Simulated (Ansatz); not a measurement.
Computed with Ansatz on PBE0-D4/def2-TZVP structures; ΔE is electronic, products minus reactants. CBS: MP2 limit from def2 TZ/QZ plus the TZ coupled-cluster correction, frozen cores. This one scheme is used for every species. DFT in def2-TZVPP. Elements past krypton have def2 core potentials. For Sn outer-core shells are correlated without core-valence functions, which leaves a few kJ/mol of doubt a bond. Each species was taken in one conformer, which may not be the lowest.

Reaction (cleavage of the Si–Sn bond): `F[Si](F)(F)[SnH3]` + `N=C=O` → `O=C=N[Si](F)(F)F` + `[SnH4]`

`F[Si](F)(F)[SnH3]`:

Z-matrix (Å, degrees):
```
Si
F 1 1.583
F 1 1.583 2 106.8
F 1 1.583 2 106.8 3 -113.9
Sn 1 2.553 2 112.0 3 123.1
H 5 1.701 1 109.0 2 59.8
H 5 1.701 1 109.0 2 179.8
H 5 1.701 1 109.0 2 -60.2
```

`N=C=O`:

```xyz
4

N     0.561   -0.216    0.475
C    -0.182   -0.014   -0.456
O    -0.806    0.103   -1.428
H     0.428    0.126    1.410
```

`O=C=N[Si](F)(F)F`:

Cartesian coordinates in Å:
```
O -2.676 -1.117 0.873
C -1.654 -0.673 0.557
N -0.601 -0.209 0.239
Si 0.870 0.359 -0.288
F 1.402 1.467 0.682
F 0.738 0.975 -1.722
F 1.920 -0.802 -0.341
```

`[SnH4]`:

Z-matrix (Å, degrees):
```
Sn
H 1 1.704
H 1 1.704 2 109.5
H 1 1.704 2 109.5 3 -120.0
H 1 1.704 2 109.5 3 120.0
```

```tsv
level	ΔE (kJ/mol)
B97M-V	-100.5
PBE0-D4	-77.1
r2SCAN0-D4	-92.3
BLYP	-72.2
CAM-B3LYP	-91.1
MP2/def2-TZVPP	-93.1
CCSD/def2-TZVPP	-95.4
CCSD(T)/def2-TZVPP	-91.2
```

**Question.** What does CCSD(T)/CBS give? (Best estimate.)

**Answer.** Computed: -82.9 kJ/mol. The listed levels differ from it by -17.6, 5.8, -9.4, 10.7, -8.2, -10.2, -12.5, -8.3 kJ/mol.

Largest T1 diagnostic among the species: 0.018.

Leaving LDA and LC-ωPBE aside and taking each functional with its dispersion term where it has one, the values, not all of them listed here, spread over 37.1 kJ/mol, from B97M-V to PBE-D4. LDA lies −9.5 kJ/mol from PBE without D4. In def2-TZVPP, CCSD(T) changes the Hartree–Fock value by +27.1 kJ/mol (the triples alone add +4.2 kJ/mol) and MP2 by +25.2 kJ/mol. From PBE to PBE0 (25 % exact exchange), in def2-TZVPP and without D4, ΔE moves by −13.8 kJ/mol.
